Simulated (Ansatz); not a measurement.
Geometry optimisation, Ansatz 0.2.0, RKS revPBE-D4/STO-3G.

input.yaml

```yaml
crystal:
  periodic: [false, false, false]
  atoms:
    - { symbol: C, position_ang: [-1.5711, -1.0168, -0.521] }
    - { symbol: Si, position_ang: [-0.082, 0.0458, -0.334] }
    - { symbol: "N", position_ang: [0.1412, 0.9959, -1.7578] }
    - { symbol: Si, position_ang: [1.7788, -1.433, 0.0669] }
    - { symbol: C, position_ang: [-0.1727, 1.1221, 1.2027] }
    - { symbol: O, position_ang: [-1.2251, 2.1161, 1.2447] }
    - { symbol: H, position_ang: [-2.4674, -0.3289, -0.6793] }
    - { symbol: H, position_ang: [-1.5065, -1.6248, -1.4018] }
    - { symbol: H, position_ang: [-1.8027, -1.5678, 0.3966] }
    - { symbol: H, position_ang: [0.9672, 1.6266, -1.6113] }
    - { symbol: H, position_ang: [0.358, 0.413, -2.535] }
    - { symbol: H, position_ang: [1.4449, -2.2275, 1.3141] }
    - { symbol: H, position_ang: [2.9028, -0.6279, 0.2402] }
    - { symbol: H, position_ang: [1.8377, -2.3338, -1.084] }
    - { symbol: H, position_ang: [0.7708, 1.6528, 1.3381] }
    - { symbol: H, position_ang: [-0.2984, 0.5202, 2.1152] }
    - { symbol: H, position_ang: [-1.0946, 2.6677, 2.0458] }
basis:
  gaussian: { orbitals: STO-3G }
hamiltonian:
  xc: revpbe
  dispersion: d4
relax:
  f_tol: 0.02
  max_steps: 40
scf:
  lower_state_search: "off"
```

Command:

```bash
$ ansatz run input.yaml --threads 1 --pin off --max-ram 2048MiB --backend cpu --events-out ev --progress --plain --runs-dir out
```

Q: Where does it end, and by what steps?

A: It converged. Limits of this set-up: minimal basis. After 11 steps the energy has fallen by 0.987 eV; H17 moved furthest, 0.34 Å.

| step | energy less start (eV) | largest force component (eV/Å) | accepted |
| --- | --- | --- | --- |
| 0 | 0.0000 | 4.023 | yes |
| 1 | -0.8375 | 1.460 | yes |
| 2 | -0.9502 | 0.442 | yes |
| 3 | -0.9687 | 0.260 | yes |
| 4 | -0.9797 | 0.119 | yes |
| 5 | -0.9829 | 0.126 | yes |
| 6 | -0.9845 | 0.050 | yes |
| 7 | -0.9854 | 0.030 | yes |
| 8 | -0.9860 | 0.047 | yes |
| 9 | -0.9863 | 0.075 | yes |
| 10 | -0.9865 | 0.029 | yes |
| 11 | -0.9866 | 0.006 | yes |

```xyz
17
Properties=species:S:1:pos:R:3
C -1.623 -0.911 -0.494
Si 0.008 0.010 -0.280
N 0.178 1.092 -1.729
Si 1.713 -1.459 0.083
C -0.121 1.174 1.230
O -1.435 1.865 1.166
H -2.459 -0.191 -0.555
H -1.631 -1.523 -1.414
H -1.819 -1.584 0.361
H 1.151 1.532 -1.661
H 0.314 0.443 -2.569
H 1.485 -2.267 1.276
H 2.984 -0.765 0.262
H 1.879 -2.373 -1.041
H 0.737 1.899 1.223
H -0.008 0.579 2.177
H -1.374 2.479 2.005
```

Whether the end is a true minimum wasn't checked by a vibrational analysis.

The run took 73 s on 1 thread of Arm Neoverse N1, on a shared host, peak memory 0.14 GiB.
